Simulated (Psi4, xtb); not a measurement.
Torsional profile of SMILES O=C[SiH2]O[SiH3]. Scanned: dihedral O1–C2–Si3–O4; all other coordinates were relaxed at GFN2-xTB. Points at φ and −φ are mirror images. Heavy atoms are numbered in the order of the SMILES O=C[SiH2]O[SiH3], hydrogens after them in the order of the atoms that carry them; the mirror image has the same energies with the sign of each dihedral reversed.

Computed with: PBE/def2-TZVP // GFN2-xTB (Psi4); GFN1-xTB // GFN2-xTB (xtb); MP2/cc-pVTZ = DF-MP2 (frozen core)/cc-pVTZ // GFN2-xTB (Psi4).

Energies relative to the lowest point of each profile, in kcal/mol:

```csv
φ / °,PBE/def2-TZVP,GFN1-xTB
-135,1.5,1.4
-120,1.9,1.1
-105,2.3,0.7
-90,2.5,1.2
-15,0.1,0.9
15,0.1,0.9
30,0.6,2.6
45,1.4,3.0
60,2.1,2.8
150,1.2,1.5
165,1.0,1.6
180,0.9,1.7
```

Task: What does MP2/cc-pVTZ give at the same points?

Result: -135: 2.2; -120: 2.5; -105: 2.9; -90: 3.0; -15: 0.2; 15: 0.2; 30: 0.8; 45: 1.8; 60: 2.5; 150: 1.9; 165: 1.7; 180: 1.7 (kcal/mol).
